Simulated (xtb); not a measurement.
C3H2N, doublet, at a GFN2-xTB geometry; GFN1-xTB (xtb).

The xtb input:
```
$ xtb coord --gfn 1 --uhf 1 --json

# file coord
$coord
     -0.3003887294      -3.3957764865       0.0347147035  c
     -0.0854570247      -0.9660580793       0.0098759166  c
      0.1343811837       1.5191263974      -0.0155298827  c
     -2.1192454378      -4.3369450587       0.0121799652  h
      1.3250663210      -4.6409379493       0.0796001021  h
      0.3289952145       3.7191617089      -0.0380206471  n
$end
```

Output, abridged:

```
   ID    Z sym.   atoms
    1    6 c      1-3
    2    1 h      4, 5
    3    7 n      6

           -------------------------------------------------
          |                Calculation Setup                |
           -------------------------------------------------

           -------------------------------------------------
          |                 G F N 1 - x T B                 |
           -------------------------------------------------

          ...................................................
          :                      SETUP                      :
          :.................................................:
          :  # basis functions                  20          :
          :  # atomic orbitals                  20          :
          :  # shells                           12          :
          :  # electrons                        19          :
          :  # halogen bonds                     0          :
          :  max. iterations                   250          :
          :  Hamiltonian                  GFN1-xTB          :
          :  restarted?                      false          :
          :  GBSA solvation                  false          :
          :  PC potential                    false          :
          :  electronic temp.          300.0000000     K    :
          :  accuracy                    1.0000000          :
          :  -> integral cutoff          0.2500000E+02      :
          :  -> integral neglect         0.1000000E-07      :
          :  -> SCF convergence          0.1000000E-05 Eh   :
          :  -> wf. convergence          0.2000000E-04 e    :
          :  Broyden damping             0.4000000          :
          :  net charge                          0          :
          :  unpaired electrons                  1          :
          ...................................................

 iter      E             dE          RMSdq      gap      omega  full diag
   1    -10.6824168 -0.106824E+02  0.953E+00    1.88       0.0  T
   2    -10.6867156 -0.429880E-02  0.569E+00    1.98       1.0  T
   3    -10.6849990  0.171661E-02  0.810E-01    1.82       1.0  T
   4    -10.6873722 -0.237317E-02  0.194E-01    1.90       1.0  T
   5    -10.6873885 -0.163535E-04  0.118E-01    1.91       1.0  T
   6    -10.6874606 -0.720775E-04  0.819E-03    1.92       5.0  T
   7    -10.6874610 -0.396286E-06  0.423E-04    1.92      96.5  T
   8    -10.6874610 -0.524917E-09  0.125E-04    1.92     327.4  T
   9    -10.6874610 -0.218421E-10  0.245E-05    1.92    1665.8  T

   *** convergence criteria satisfied after 9 iterations ***

         :::::::::::::::::::::::::::::::::::::::::::::::::::::
         ::                     SUMMARY                     ::
         :::::::::::::::::::::::::::::::::::::::::::::::::::::
         :: total energy             -10.459665596600 Eh    ::
         :: gradient norm              0.018377350349 Eh/a0 ::
         :: HOMO-LUMO gap              1.916759454875 eV    ::
         ::.................................................::
         :: SCC energy               -10.687461010793 Eh    ::
         :: -> electrostatic           0.014872089192 Eh    ::
         :: repulsion energy           0.229216260685 Eh    ::
         :: dispersion energy         -0.001420846491 Eh    ::
         :: halogen bond corr.         0.000000000000 Eh    ::
         :: add. restraining           0.000000000000 Eh    ::
         :: total charge               0.000000000000 e     ::
         :::::::::::::::::::::::::::::::::::::::::::::::::::::

           -------------------------------------------------
          |                Property Printout                |
           -------------------------------------------------

    * Orbital Energies and Occupations

         #    Occupation            Energy/Eh            Energy/eV
      -------------------------------------------------------------
         1        2.0000           -0.7483542             -20.3638
         2        2.0000           -0.6736205             -18.3301
         3        2.0000           -0.6461520             -17.5827
         4        2.0000           -0.5772511             -15.7078
         5        2.0000           -0.5749028             -15.6439
         6        2.0000           -0.5306687             -14.4402
         7        2.0000           -0.5114845             -13.9182
         8        2.0000           -0.4946136             -13.4591
         9        2.0000           -0.4639648             -12.6251
        10        1.0000           -0.3813049             -10.3758 (HOMO)
        11                         -0.3108653              -8.4591 (LUMO)
        12                         -0.1734673              -4.7203
        13                         -0.1455510              -3.9606
        14                         -0.1397663              -3.8032
        15                         -0.0942897              -2.5658
        16                          0.1530701               4.1652
        17                          0.3132988               8.5253
        18                          0.3443147               9.3693
        19                          0.7751712              21.0935
        20                          1.4186373              38.6031
      -------------------------------------------------------------
                  HL-Gap            0.0704396 Eh            1.9168 eV
             Fermi-level           -0.3843599 Eh          -10.4590 eV

  Mulliken/CM5 charges         n(s)   n(p)   n(d)
     1c    -0.04007 -0.13692   1.041  2.999  0.000
     2c    -0.01140 -0.01522   1.110  2.902  0.000
     3c     0.20219  0.31608   1.026  2.772  0.000
     4h     0.06762  0.12046   0.932  0.000  0.000
     5h     0.06762  0.12046   0.932  0.000  0.000
     6n    -0.28597 -0.40485   1.685  3.601  0.000

Wiberg/Mayer (AO) data.
largest (>0.10) Wiberg bond orders for each atom

 ---------------------------------------------------------------------------
     #   Z sym  total        # sym  WBO       # sym  WBO       # sym  WBO
 ---------------------------------------------------------------------------
     1   6 c    3.996 --     2 c    1.958     4 h    0.930     5 h    0.930
                             6 n    0.170
     2   6 c    3.698 --     1 c    1.958     3 c    1.468     6 n    0.205
     3   6 c    3.972 --     6 n    2.469     2 c    1.468
     4   1 h    1.001 --     1 c    0.930
     5   1 h    1.001 --     1 c    0.930
     6   7 n    2.878 --     3 c    2.469     2 c    0.205     1 c    0.170
 ---------------------------------------------------------------------------

Topologies differ in total number of bonds
Writing topology from bond orders to xtbtopo.mol

 dipole moment from electron density (au)
     X       Y       Z
  -0.1494  -1.6893   0.0173  total (Debye):    4.311

           -------------------------------------------------
          | TOTAL ENERGY              -10.459665596600 Eh   |
          | GRADIENT NORM               0.018377350349 Eh/α |
          | HOMO-LUMO GAP               1.916759454875 eV   |
           -------------------------------------------------

normal termination of xtb
```
